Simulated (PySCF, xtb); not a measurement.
dichloro(silyl)silane (Cl2H4Si2), SMILES [SiH3][SiH](Cl)Cl.

xtb 6.7.1 with GFN2-xTB at its own geometry gives an orbital gap of 4.36 eV and a dipole moment of 1.88 D.

The structure is a stationary point at PBE0-D3(BJ)/def2-SVP.

Problem. What does PBE/def2-TZVP (PySCF) give? (An estimate is asked for; the answer gives what the named calculation found.)

Solution. gap 5.61 eV (levels -7.09 and -1.48 eV), dipole 1.41 D.
